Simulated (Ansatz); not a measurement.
System: C$_{3}$H$_{10}$O$_{3}$Si, charge 0, multiplicity 1. 
Structure (B3LYP-D3(BJ)/def2-TZVP (Ansatz, a first-principles code) minimum search):
```
C
H 1 1.0964
C 1 1.5356 2 108.18
H 3 1.0920 1 111.05 2 -177.95
H 3 1.0927 4 107.91 1 -123.04
H 3 1.0934 4 107.68 5 -115.43
C 1 1.5356 2 108.16 3 120.29
H 7 1.0920 1 111.05 2 177.98
H 7 1.0926 8 107.92 1 123.00
H 7 1.0934 8 107.67 9 115.47
Si 1 1.8675 2 105.49 7 119.82
O 11 1.6435 1 113.13 2 -57.63
H 12 0.9594 11 117.34 1 -64.80
O 11 1.6435 12 101.88 13 173.45
H 14 0.9594 11 117.39 12 -176.32
O 11 1.6509 12 111.88 13 53.68
H 16 0.9610 11 117.60 12 57.60
```

Wanted: vertical ionisation energy (to the doublet state of charge +1; each state is the SCF solution reached for its spin), in eV. Cores are frozen in the correlated levels unless marked. Open shells are spin-unrestricted. Spin-orbit coupling is left out. Non-relativistic. 

| level | program | vertical ionisation energy (eV) |
|---|---|---|
| HF/aug-cc-pV(D+d)Z | Ansatz | 9.74 |
| HF/aug-cc-pV(T+d)Z | Ansatz | 9.68 |
| PBE/def2-TZVPD | Ansatz | 9.48 |
| r2SCAN/def2-TZVPD | Ansatz | 9.64 |
| PBE0/def2-TZVPD | Ansatz | 9.92 |
| BHLYP/def2-TZVPD | Ansatz | 10.21 |
| CAM-B3LYP/def2-TZVPD | Ansatz | 10.18 |
| wB97X-V/def2-TZVPD | Ansatz | 10.21 |
| B2PLYP/def2-TZVPD | Ansatz | 10.08 |
